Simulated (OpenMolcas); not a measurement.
An OpenMolcas run meant for Cl2+ (ANO-L-VDZP, non-relativistic; inactive shells 1s 2s 2p 3s; intended active space 3 electrons in 3 orbitals (3p)). One step of its input:

```
&CASPT2
Multistate=1 1
Frozen=1 0
IPEA=-0.25
Imaginary=0.1
MaxIter=60
WThr=0.0 0.3 0.05
PrWF=0.5
NoMix
```

The run finished. Its levels beside those of a sound run (SS-CASPT2, IPEA 0.25 Eh, imaginary shift 0.1 Eh (closed shells correlated: 2s 2p 3s)), in eV above each run's lowest level:

| Level | This run | Usual run |
| --- | --- | --- |
| 3s2 3p3 4S* 3/2 | 0.0000 | 0.0000 |
| 3s2 3p3 2D* 3/2 | 2.8065 | 2.5768 |
| 3s2 3p3 2D* 5/2 | 2.8131 | 2.5830 |
| 3s2 3p3 2P* 1/2 | 4.3234 | 4.1829 |
| 3s2 3p3 2P* 3/2 | 4.3319 | 4.1911 |

**Question.** Which setting is unsound, and how much does it matter here?

**Answer.** The IPEA shift is negative. Against the sound run the excited levels shown move by 1500 cm-1 on average and by 1900 cm-1 at most.

CASPT2 does not keep the components of a term degenerate, so their means are used; among the terms shown or strongly mixed into the levels shown the widest spread is 5600 cm-1 (3s2 3p3 2D*, this run). Over all roots computed the reference weight is 0.88 to 0.94 in this run; the roots of lowest weight are the least certain, and an intruder state may touch them. With the s shell closed, the reference lacks s² → p² mixing. Some terms miss by over 15 % even with CASPT2, which points to a basis or an active space too small for the shells correlated. Levels of configurations outside the active space are missing.

* marks odd parity.
